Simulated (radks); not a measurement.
Excited configurations of O IV: one electron is placed in a higher orbital outside [He] 2s2. The ground configuration is [He] 2s2 2p1. Method: non-relativistic Kohn-Sham, r2SCAN, spin-unpolarised, spherical densities, point nucleus; meta-GGA in the generalised Kohn-Sham scheme; computed with a radial shooting solver on a logarithmic mesh with Libxc functionals. Excitation = E - E(ground); binding = E(ion) - E, where the ion is the core of charge +4; n* = 4/sqrt(2 binding) in atomic units, and the quantum defect is n - n*.

outer orbital	excitation (eV)	binding (eV)	eigenvalue (eV)	<r> (bohr)
3s	44.063	32.100	-28.800	2.558
4p	60.954	15.210	-13.605	5.100
4f	63.037	13.127	-11.177	4.601
5p	66.618	9.545	-8.585	8.302
6s	69.187	6.977	-6.295	11.77
6p	69.606	6.557	-5.912	12.25
6f	70.190	5.973	-5.313	12.14
7p	71.377	4.787	-4.322	16.95

The Delta-SCF ionisation energy is 76.163 eV (NIST Atomic Spectra Database: 77.414 eV, measured). Self-interaction in the functional shifts the binding energies and quantum defects, so they are the method's values and not measured ones. Spin polarisation and multiplet splitting are left out, so open shells lie too high by an amount that depends on their filling.

Beside tabulated values, note that spin-unpolarised runs miss the spin-polarisation part of the exchange energy of open shells.
